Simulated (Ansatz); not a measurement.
Calculation: PBE0-D4/def2-TZVP (Ansatz, an electronic-structure program). No frequencies were computed at this level.

Ansatz 0.2 input:
```yaml
crystal:
  periodic: [false, false, false]
  atoms:
    - { symbol: S, position_ang: [-1.112124, 0.08584, -0.808162] }
    - { symbol: Ga, position_ang: [0.703052, -0.053519, 0.653383] }
    - { symbol: H, position_ang: [-1.95661, 0.123965, 0.222021] }
    - { symbol: H, position_ang: [2.365681, -0.156284, -0.067241] }
basis:
  gaussian: { orbitals: def2-tzvp }
hamiltonian:
  xc: pbe0
  dispersion: d4
relax:
  max_steps: 150
magnetization:
  spin_polarized: true
  initial_magnetization: 1
```

Output:

```
Functional definition: PBE0
772 factors; their error is unknown
mean field evaluation 1: about -63233.4423 eV, gradient 1.8e1 eV
mean field evaluation 2: about -63231.6889 eV, gradient 2.8e1 eV
mean field evaluation 4: about -63234.9184 eV, gradient 7.8e-1 eV
mean field evaluation 8: about -63235.1335 eV, gradient 4.1e-2 eV
mean field evaluation 16: about -63235.1335 eV, gradient 6.4e-5 eV
mean field -63235.13349729 eV, -2323.8482937126 hartree, gradient 6.4e-5 eV, S^2 0.757453; 0 other end points of the search recorded, 0 dependent functions left out
reference -63235.13352192 eV, -2323.8482946177 hartree; 25, 24 occupied and 72, 73 virtual orbitals, 772 factors
relax step   1: F+E_penalty+E_count = -63235.18964240 eV  Δ(F+E_penalty+E_count) = +0.000e0 eV  max|allowed force component| = 1.435e0 eV/Å  Δτ_max = 0.0000 Å  (30 SCF iters, accepted)
these checks for a lower state are left out or cut short: starts, cluster_reference, orbital_swaps, neighbouring_geometries, increment
772 factors; their error is unknown
mean field -63235.38116401 eV, -2323.8573952966 hartree, gradient 1.9e-5 eV, S^2 0.753417; 0 other end points of the search recorded, 0 dependent functions left out
reference -63235.38118878 eV, -2323.8573962067 hartree; 25, 24 occupied and 72, 73 virtual orbitals, 772 factors
relax step   2: F+E_penalty+E_count = -63235.43646513 eV  Δ(F+E_penalty+E_count) = -2.468e-1 eV  max|allowed force component| = 9.802e-1 eV/Å  Δτ_max = 0.1945 Å  (32 SCF iters, accepted)
these checks for a lower state are left out or cut short: starts, cluster_reference, orbital_swaps, neighbouring_geometries, increment
772 factors; their error is unknown
mean field -63235.40295342 eV, -2323.8581960426 hartree, gradient 2.0e-5 eV, S^2 0.753605; 0 other end points of the search recorded, 0 dependent functions left out
reference -63235.40297818 eV, -2323.8581969526 hartree; 25, 24 occupied and 72, 73 virtual orbitals, 772 factors
relax step   3: F+E_penalty+E_count = -63235.45855520 eV  Δ(F+E_penalty+E_count) = -2.209e-2 eV  max|allowed force component| = 2.154e-1 eV/Å  Δτ_max = 0.0823 Å  (31 SCF iters, accepted)
these checks for a lower state are left out or cut short: starts, cluster_reference, orbital_swaps, neighbouring_geometries, increment
772 factors; their error is unknown
mean field evaluation 32: about -63235.1901 eV, gradient 1.2e0 eV
mean field -63235.40850665 eV, -2323.8584001199 hartree, gradient 1.1e-5 eV, S^2 0.753677; 0 other end points of the search recorded, 0 dependent functions left out
reference -63235.40853132 eV, -2323.8584010267 hartree; 25, 24 occupied and 72, 73 virtual orbitals, 772 factors
relax step   4: F+E_penalty+E_count = -63235.46394040 eV  Δ(F+E_penalty+E_count) = -5.385e-3 eV  max|allowed force component| = 7.905e-2 eV/Å  Δτ_max = 0.0500 Å  (32 SCF iters, accepted)
these checks for a lower state are left out or cut short: starts, cluster_reference, orbital_swaps, neighbouring_geometries, increment
772 factors; their error is unknown
mean field -63235.40881124 eV, -2323.8584113136 hartree, gradient 1.5e-5 eV, S^2 0.753631; 0 other end points of the search recorded, 0 dependent functions left out
reference -63235.40883593 eV, -2323.8584122209 hartree; 25, 24 occupied and 72, 73 virtual orbitals, 772 factors
relax step   5: F+E_penalty+E_count = -63235.46426916 eV  Δ(F+E_penalty+E_count) = -3.288e-4 eV  max|allowed force component| = 5.308e-2 eV/Å  Δτ_max = 0.0057 Å  (26 SCF iters, accepted)
these checks for a lower state are left out or cut short: starts, cluster_reference, orbital_swaps, neighbouring_geometries, increment
772 factors; their error is unknown
mean field -63235.40891282 eV, -2323.8584150464 hartree, gradient 1.1e-5 eV, S^2 0.753626; 0 other end points of the search recorded, 0 dependent functions left out
reference -63235.40893751 eV, -2323.8584159539 hartree; 25, 24 occupied and 72, 73 virtual orbitals, 772 factors
relax step   6: F+E_penalty+E_count = -63235.46436345 eV  Δ(F+E_penalty+E_count) = -9.428e-5 eV  max|allowed force component| = 1.276e-3 eV/Å  Δτ_max = 0.0022 Å  (26 SCF iters, accepted)
772 factors; their error is unknown
mean field evaluation 64: about -63235.4089 eV, gradient 1.9e-3 eV
mean field -63235.40891282 eV, -2323.8584150464 hartree, gradient 1.1e-5 eV, S^2 0.753626; 1 other end points of the search recorded, 0 dependent functions left out
reference -63235.40893751 eV, -2323.8584159539 hartree; 25, 24 occupied and 72, 73 virtual orbitals, 772 factors
Total energy: -63235.46438814 eV, -2323.8604537268 hartree
Atom 0 at    -0.992487     0.075954    -0.761993 Å, force     0.000087     0.000058    -0.001276 eV/Å
Atom 1 at     0.739492    -0.057471     0.623360 Å, force     0.001092    -0.000017     0.001116 eV/Å
Atom 2 at    -1.919551     0.123418     0.207927 Å, force    -0.000361    -0.000043     0.000450 eV/Å
Atom 3 at     2.172545    -0.141899    -0.069293 Å, force    -0.000819     0.000001    -0.000291 eV/Å
Dipole moment:     0.018925    -0.005231     0.283676 e Å
```

Cost: about 28 core-seconds (a rough figure).
